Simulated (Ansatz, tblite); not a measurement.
Cost and result up the ladder for Al2Ga2As4 (the lowest singlet isomer of a short search) (8 atoms). The state is a singlet with charge 0. Geometry: PBE-D4/def2-SVP.

```xyz
8

Al   -1.314   -0.415   -1.164
Al   -0.418    1.445    0.654
Ga    0.115   -1.873    2.153
Ga    1.313    1.688   -1.547
As   -0.722   -2.493   -0.290
As    1.347    0.545    1.863
As   -1.613    1.945   -1.347
As    1.292   -0.843   -0.321
```

Ansatz on 4 threads of Intel Xeon on a shared host; xTB runs through tblite on one thread. Times are rough, summed over both states, and most runs start from the orbitals of an earlier one. PBE0-D4/def2-SVP serves as the yardstick here, not as an exact answer. The other state is a triplet.

The xTB rows come from tblite. Another isomer (singlet) lies 0.17 eV lower at PBE0-D4/def2-TZVP; other spin states weren't run for this one.

xTB has no spin-polarisation term.

| level | functions | wall time |
| --- | --- | --- |
| GFN1-xTB | 72 | 0.13 s |
| GFN2-xTB | 72 | 0.19 s |
| PBE-D4/def2-SVP | 228 | 44 s |
| PBE0-D4/def2-SVP | 228 | 2.1 min |

Question: Estimate what each level gives for the vertical triplet (eV).

Answer: 
```
           level  vertical triplet (eV)  difference from PBE0-D4/def2-SVP (eV)
        GFN1-xTB                   1.89                                   0.27
        GFN2-xTB                   1.64                                   0.03
 PBE-D4/def2-SVP                   1.56                                  -0.05
PBE0-D4/def2-SVP                   1.61                                   0.00
```
